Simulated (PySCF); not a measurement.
## Simulated absorption spectrum

Species: C4H7NS2Si.
Geometry (GFN2-xTB, Å), atoms numbered from 1 in this order:
```xyz
15
C4H7NS2Si angstrom
N     -0.8588    1.5721    1.0333
C     -0.9821    0.4651    0.2152
C     -2.0321   -0.4882    0.3252
C     -1.8884   -1.5358   -0.5212
S     -0.4742   -1.4125   -1.4892
C     -0.0613    0.1010   -0.7318
S      1.3663    1.0225   -1.1832
Si     2.8561   -0.1430   -0.1554
H     -1.7329    1.9676    1.3444
H     -0.2107    2.2619    0.6793
H     -2.8490   -0.3805    1.0162
H     -2.5319   -2.3844   -0.6410
H      2.4789   -0.1659    1.2523
H      2.8474   -1.4785   -0.7371
H      4.0683    0.6067   -0.4288
```

Computed, not measured: TDDFT wB97X-D/def2-SVPD, vertical, gas phase, core orbitals frozen in the response in PySCF.

Computed states:

```tsv
state	E (eV)	f
S1	4.83	0.155
S2	5.26	0.010
S3	5.57	0.063
S4	5.68	0.029
S5	5.89	0.0052
S6	5.97	0.020
S7	6.11	0.0008
S8	6.27	0.0064
```

Broadening: Gaussians 0.5 eV wide at half height, area fixed by f = 4.319×10⁻⁹ ∫ε dν̃. The width is an assumption, not a result. The curve ends short of the highest state used, and states not computed would add to its high-energy end.

Q: Give the broadened spectrum and its maxima.

A: 
```json
{"λ (nm)": "218.7", "ε (L mol⁻¹ cm⁻¹)": "5287"}
{"λ (nm)": "220.6", "ε (L mol⁻¹ cm⁻¹)": "5370"}
{"λ (nm)": "222.6", "ε (L mol⁻¹ cm⁻¹)": "5260"}
{"λ (nm)": "224.6", "ε (L mol⁻¹ cm⁻¹)": "4968"}
{"λ (nm)": "226.6", "ε (L mol⁻¹ cm⁻¹)": "4549"}
{"λ (nm)": "228.6", "ε (L mol⁻¹ cm⁻¹)": "4073"}
{"λ (nm)": "230.5", "ε (L mol⁻¹ cm⁻¹)": "3641"}
{"λ (nm)": "232.5", "ε (L mol⁻¹ cm⁻¹)": "3278"}
{"λ (nm)": "234.5", "ε (L mol⁻¹ cm⁻¹)": "3070"}
{"λ (nm)": "236.5", "ε (L mol⁻¹ cm⁻¹)": "3057"}
{"λ (nm)": "238.5", "ε (L mol⁻¹ cm⁻¹)": "3264"}
{"λ (nm)": "240.4", "ε (L mol⁻¹ cm⁻¹)": "3659"}
{"λ (nm)": "242.4", "ε (L mol⁻¹ cm⁻¹)": "4262"}
{"λ (nm)": "244.4", "ε (L mol⁻¹ cm⁻¹)": "5008"}
{"λ (nm)": "246.4", "ε (L mol⁻¹ cm⁻¹)": "5831"}
{"λ (nm)": "248.4", "ε (L mol⁻¹ cm⁻¹)": "6652"}
{"λ (nm)": "250.3", "ε (L mol⁻¹ cm⁻¹)": "7357"}
{"λ (nm)": "252.3", "ε (L mol⁻¹ cm⁻¹)": "7948"}
{"λ (nm)": "254.3", "ε (L mol⁻¹ cm⁻¹)": "8329"}
{"λ (nm)": "256.3", "ε (L mol⁻¹ cm⁻¹)": "8467"}
{"λ (nm)": "258.3", "ε (L mol⁻¹ cm⁻¹)": "8352"}
{"λ (nm)": "260.2", "ε (L mol⁻¹ cm⁻¹)": "8024"}
{"λ (nm)": "262.2", "ε (L mol⁻¹ cm⁻¹)": "7485"}
{"λ (nm)": "264.2", "ε (L mol⁻¹ cm⁻¹)": "6795"}
{"λ (nm)": "266.2", "ε (L mol⁻¹ cm⁻¹)": "6010"}
{"λ (nm)": "268.2", "ε (L mol⁻¹ cm⁻¹)": "5185"}
{"λ (nm)": "270.1", "ε (L mol⁻¹ cm⁻¹)": "4408"}
{"λ (nm)": "272.1", "ε (L mol⁻¹ cm⁻¹)": "3634"}
{"λ (nm)": "274.1", "ε (L mol⁻¹ cm⁻¹)": "2931"}
{"λ (nm)": "276.1", "ε (L mol⁻¹ cm⁻¹)": "2315"}
{"λ (nm)": "278.1", "ε (L mol⁻¹ cm⁻¹)": "1793"}
{"λ (nm)": "280.0", "ε (L mol⁻¹ cm⁻¹)": "1382"}
{"λ (nm)": "282.0", "ε (L mol⁻¹ cm⁻¹)": "1032"}
{"λ (nm)": "284.0", "ε (L mol⁻¹ cm⁻¹)": "758"}
{"λ (nm)": "286.0", "ε (L mol⁻¹ cm⁻¹)": "547"}
{"λ (nm)": "288.0", "ε (L mol⁻¹ cm⁻¹)": "389"}
{"λ (nm)": "289.9", "ε (L mol⁻¹ cm⁻¹)": "277"}
{"λ (nm)": "291.9", "ε (L mol⁻¹ cm⁻¹)": "192"}
{"λ (nm)": "293.9", "ε (L mol⁻¹ cm⁻¹)": "131"}
{"λ (nm)": "295.9", "ε (L mol⁻¹ cm⁻¹)": "88"}
{"λ (nm)": "297.9", "ε (L mol⁻¹ cm⁻¹)": "58"}
{"λ (nm)": "299.8", "ε (L mol⁻¹ cm⁻¹)": "39"}
{"λ (nm)": "301.8", "ε (L mol⁻¹ cm⁻¹)": "25"}
{"λ (nm)": "303.8", "ε (L mol⁻¹ cm⁻¹)": "16"}
```

Maxima: 256 nm (4.84 eV), ε about 8500, made up of S1 (99%); 221 nm (5.62 eV), ε about 5400, made up of S3 (61%) and S4 (29%) (ε in L mol⁻¹ cm⁻¹; maxima over ε = 5, shares over 10%).

Q: What would ε be at 4.84 eV, the highest of these maxima, with half the width (0.25 eV)?

A: About 16700 L mol⁻¹ cm⁻¹ against 8470, a factor of about 1.97; a lone state at its own centre would give exactly 2.

Q: Coming from long wavelengths, where does ε first pass 100 L mol⁻¹ cm⁻¹?

A: At about 295 nm (4.20 eV), 0.63 eV below S1.

Q: On this curve, what absorbance would a 10⁻⁴ mol/L sample give at 222 nm over a 1 cm path?

A: 222 nm is 5.585 eV, where ε is about 5300 L mol⁻¹ cm⁻¹, so A = ε c l ≈ 0.53 (Beer–Lambert, with the gas-phase spectrum and the assumed width).

One conformer stands for the species.
